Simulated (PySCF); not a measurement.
## Relaxation of quintet CoSI

These are results of UPBE0 in PySCF with Co def2-SVP, S def2-SVP, I def2-SVP with ECP28; scalar-relativistic core potentials, no spin–orbit coupling; density-fitted integrals, not measurements. A (50,194) grid was used.

A start at the PBE0 minimum, of C∞v symmetry, held to at least that symmetry:

```xyz
3
charge 0 multiplicity 5, angstrom
Co   -1.1290    0.0000   -0.0944
S    -3.1966    0.0000   -0.2672
I     1.3296    0.0000    0.1112
```

Optimiser trace:
| step | E − E(last) (kJ/mol) | largest gradient (Eh/bohr) |
| --- | --- | --- |
| 0 | 1.26 | 0.01263 |
| 1 | 0.16 | 0.00455 |
| 2 | 0.00 | 0.00054 |
| 3 | 0.00 | 0.00007 |

It ends at C∞v with Co–I 2.464 Å, Co–S 2.036 Å; I–Co–S 180.0°. The frequency run here used a shortcut that can spoil soft modes, so no verdict on minimum or saddle point is given.

Final geometry:
```xyz
3
charge 0 multiplicity 5, angstrom
Co   -1.1331    0.0000   -0.0947
S    -3.1623    0.0000   -0.2644
I     1.3228    0.0000    0.1106
```

Other spin states or occupations of the open shell can lie lower. No spin–orbit coupling is included, which matters more the heavier the element.
